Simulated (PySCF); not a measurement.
**Two-photon absorption: `N1=CN=C(C#CC)N=C1`, C6H5N3**

Geometry (Å), atoms numbered from 1 in this order:
```xyz
14

C     3.440   -0.107   -0.031
C     2.002   -0.064   -0.020
C     0.798   -0.028   -0.010
C    -0.614    0.018    0.003
N    -1.278   -1.128    0.188
C    -2.589   -1.018    0.188
N    -3.272    0.106    0.024
C    -2.519    1.182   -0.148
N    -1.204    1.205   -0.168
H     3.803   -0.434    0.943
H     3.844    0.880   -0.253
H     3.781   -0.814   -0.788
H    -3.161   -1.926    0.335
H    -3.032    2.127   -0.285
```

Level of theory: TDDFT PBE0/def2-SVPD excited states, vertical, gas phase (PySCF 2.14.0). Geometry: GFN2-xTB.

Q: How strongly do the lowest singlets absorb one photon, and two photons of half the energy?

A: δ for parallel linear polarisation; σ at the peak of a Lorentzian of half width 0.1 eV, single beam; Ω is circular over linear.
| state | E (eV) | f | photon λ (nm) | δ (au) | σ (GM) | Ω | main |
| --- | --- | --- | --- | --- | --- | --- | --- |
| S1 | 4.13 | 0.000 | 600 | 0.41 | 0.00 | 1.50 | HOMO→LUMO 0.98 |
| S2 | 4.38 | 0.005 | 567 | 5.23 | 0.04 | 1.50 | HOMO−2→LUMO 0.98 |
| S3 | 4.59 | 0.000 | 541 | 0.23 | 0.00 | 1.50 | HOMO−3→LUMO 0.97 |
| S4 | 4.63 | 0.005 | 535 | 1.29 | 0.01 | 1.50 | HOMO→LUMO+1 0.92 |
| S5 | 4.74 | 0.000 | 523 | 0.87 | 0.01 | 1.50 | HOMO−2→LUMO+1 0.99 |
